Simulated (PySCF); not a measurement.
## Field gradients at the hydrogen positions

Compound: CH7AsBN.
Atom-mapped SMILES: `[CH3:1][NH:2][BH:3][AsH2:4]` (hydrogens: H5, H6, H7 on C1; H8 on N2; H9 on B3; H10, H11 on As4)

Cartesian coordinates in Å at the PBE0-D3(BJ)/def2-SVP level; atoms count from 1:
```
atom  x, y, z in Å
C1    -1.798    0.004   -0.269
N2    -0.368    0.150   -0.397
B3     0.607   -0.443    0.393
As4    2.601   -0.252    0.007
H5    -2.249   -0.422   -1.181
H6    -2.291    0.970   -0.070
H7    -2.021   -0.671    0.568
H8    -0.086    0.772   -1.149
H9     0.261   -1.174    1.294
H10    2.519    1.114   -0.670
H11    2.922    0.340    1.372
```

Level: PBE0/pcSseg-1 (PySCF, non-relativistic); Q(2H) = 0.00286 b; rigid geometry, the same for H and D, with no vibrational averaging.

Question: Rank these positions by the coupling χzz of a deuteron there, largest first.
A. H8 (N–H hydrogen)
B. H7 (methyl hydrogen)
C. H10 (hydrogen on arsenic)
D. H9 (B–H hydrogen)
E. H6 (methyl hydrogen)

Answer: A (264 kHz), B (194 kHz), E (190 kHz), D (134 kHz), C (103 kHz).

What are Vzz, η and χzz (234.96 MHz × Q × Vzz) at all hydrogens?

| atom | bonded to | bond length (Å) | Vzz (au) | η | χzz (kHz) |
| --- | --- | --- | --- | --- | --- |
| H5 | C1 | 1.103 | 0.2820 | 0.06 | 189 |
| H6 | C1 | 1.103 | 0.2821 | 0.06 | 190 |
| H7 | C1 | 1.098 | 0.2886 | 0.07 | 194 |
| H8 | N2 | 1.015 | 0.3922 | 0.15 | 264 |
| H9 | B3 | 1.211 | 0.1991 | 0.01 | 134 |
| H10 | As4 | 1.527 | 0.1537 | 0.10 | 103 |
| H11 | As4 | 1.522 | 0.1563 | 0.09 | 105 |

Average by the element that carries the hydrogen.

on C: 191 kHz over 3 positions, mean bond length 1.101 Å; on N: 264 kHz over 1 position, mean bond length 1.015 Å; on B: 134 kHz over 1 position, mean bond length 1.211 Å; on As: 104 kHz over 2 positions, mean bond length 1.524 Å.

Give the 2H NMR doublet splittings at H5 for a magnetic field along the z, y and x axes of the gradient: 3χ/2, 3χ(1 + η)/4, 3χ(1 − η)/4.

With |χ| = 189.5 kHz and η = 0.061: 284, 151 and 133 kHz, to first order and without motion.

One conformer (not necessarily the lowest) at the PBE0-D3(BJ)/def2-SVP geometry, without solvent, vibrations or thermal averaging. The calculation is non-relativistic, for arsenic too. The basis is small and wasn't made for field gradients, so the couplings can be 20 % off.
